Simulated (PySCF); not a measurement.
Species: C5H8B2S.
Structure used (PBE0-D3(BJ)/def2-SVP), in Å, numbered top down from 1:
```
atom  x, y, z in Å
C1     3.0042    0.2458   -0.6208
S2     1.9430   -1.1648   -0.2051
B3     0.2855   -0.5331   -0.0624
C4    -0.8042   -1.6009    0.2947
C5    -2.0941   -1.2175    0.4495
B6    -2.4935    0.2813    0.2889
C7    -1.4011    1.3374   -0.0894
C8    -0.1099    0.9663   -0.2596
H9     2.9725    1.0066    0.1700
H10    2.7079    0.6912   -1.5795
H11    4.0303   -0.1357   -0.7070
H12   -0.5291   -2.6572    0.4206
H13   -2.8487   -1.9746    0.6993
H14   -3.6409    0.6326    0.4592
H15   -1.6716    2.3937   -0.2196
H16    0.6357    1.7272   -0.5241
```

Method used: PBE0-D3(BJ)/def2-SVP geometry optimisation, gas phase in PySCF 2.14.0.

Take the most abundant isotopes and a rigid rotor. The values belong to one conformer with, in the numbering `[CH3:1][S:2][B:3]1[CH:4]=[CH:5][BH:6][CH:7]=[CH:8]1`, C1–S2–B3–C4 180°.

Question: Give the principal moments of inertia and the rotational constants in MHz.

Answer: Ia = 138.58, Ib = 450.96, Ic = 586.25 u·Å²; 505379 MHz·u·Å²/I gives A = 3647, B = 1121, C = 862.1 MHz.

Question: What kind of rotor is it?

Answer: An asymmetric top: κ = (2 × 1121 − 3647 − 862.1)/(3647 − 862.1) = -0.81.

Question: What does the inertial defect say?

Answer: Not planar: Δ = Ic − Ia − Ib = -3.30 u·Å². For a rigid frame Δ = −2 Σ m c², so Σ m c² = 1.65 u·Å² lies off the ab plane: 1.63 from hydrogen and 0.02 from heavier atoms. The atom farthest from that plane is 0.90 Å away.

Question: List the rotational levels J(Ka,Kc) to J = 4 (cm⁻¹).

Answer: Above 0(0,0):
J = 1: 1(0,1) 0.0661, 1(1,1) 0.1504, 1(1,0) 0.1590
J = 2: 2(0,2) 0.1978, 2(1,2) 0.2740, 2(1,1) 0.2999, 2(2,1) 0.5527, 2(2,0) 0.5533
J = 3: 3(0,3) 0.3937, 3(1,3) 0.4591, 3(1,2) 0.5109, 3(2,2) 0.7511, 3(2,1) 0.7542, 3(3,1) 1.1944, 3(3,0) 1.1944
J = 4: 4(0,4) 0.6521, 4(1,4) 0.7053, 4(1,3) 0.7913, 4(2,3) 1.0152, 4(2,2) 1.0244, 4(3,2) 1.4601, 4(3,1) 1.4603, 4(4,1) 2.0790, 4(4,0) 2.0790
Those of J = 1 are B + C, A + C and A + B.

Question: Predict some low-J microwave lines.

Answer: The dipole components are |μa| = 1.93 D, |μb| = 1.20 D, |μc| = 0.02 D. The squared components, which scale the intensities, stand as 1.00 : 0.39 : 0.00 (a : b : c). Some lines, for components of 0.1 D or more:

```json
{"type": "a", "branch": "Q", "J(Ka,Kc)": "2(1,1) ← 2(1,2)", "MHz": "776", "lower level (cm⁻¹)": "0.274"}
{"type": "b", "branch": "R", "J(Ka,Kc)": "2(0,2) ← 1(1,1)", "MHz": "1421", "lower level (cm⁻¹)": "0.150"}
{"type": "a", "branch": "R", "J(Ka,Kc)": "1(0,1) ← 0(0,0)", "MHz": "1983", "lower level (cm⁻¹)": "0.000"}
{"type": "b", "branch": "Q", "J(Ka,Kc)": "1(1,0) ← 1(0,1)", "MHz": "2785", "lower level (cm⁻¹)": "0.066"}
{"type": "b", "branch": "Q", "J(Ka,Kc)": "2(1,1) ← 2(0,2)", "MHz": "3062", "lower level (cm⁻¹)": "0.198"}
{"type": "a", "branch": "R", "J(Ka,Kc)": "2(1,2) ← 1(1,1)", "MHz": "3707", "lower level (cm⁻¹)": "0.150"}
{"type": "a", "branch": "R", "J(Ka,Kc)": "2(0,2) ← 1(0,1)", "MHz": "3947", "lower level (cm⁻¹)": "0.066"}
{"type": "a", "branch": "R", "J(Ka,Kc)": "2(1,1) ← 1(1,0)", "MHz": "4224", "lower level (cm⁻¹)": "0.159"}
{"type": "b", "branch": "R", "J(Ka,Kc)": "1(1,1) ← 0(0,0)", "MHz": "4509", "lower level (cm⁻¹)": "0.000"}
{"type": "b", "branch": "R", "J(Ka,Kc)": "2(1,2) ← 1(0,1)", "MHz": "6233", "lower level (cm⁻¹)": "0.066"}
{"type": "b", "branch": "Q", "J(Ka,Kc)": "2(2,0) ← 2(1,1)", "MHz": "7597", "lower level (cm⁻¹)": "0.300"}
{"type": "b", "branch": "Q", "J(Ka,Kc)": "2(2,1) ← 2(1,2)", "MHz": "8354", "lower level (cm⁻¹)": "0.274"}
{"type": "b", "branch": "R", "J(Ka,Kc)": "2(2,1) ← 1(1,0)", "MHz": "11802", "lower level (cm⁻¹)": "0.159"}
{"type": "b", "branch": "R", "J(Ka,Kc)": "2(2,0) ← 1(1,1)", "MHz": "12080", "lower level (cm⁻¹)": "0.150"}
```

No frequency check. Constants of a rigid frame at the computed geometry: no zero-point averaging, no centrifugal distortion. A rigid rotor knows nothing of internal rotation, which can split or shift real lines. Quadrupole hyperfine structure (11B) is left out.
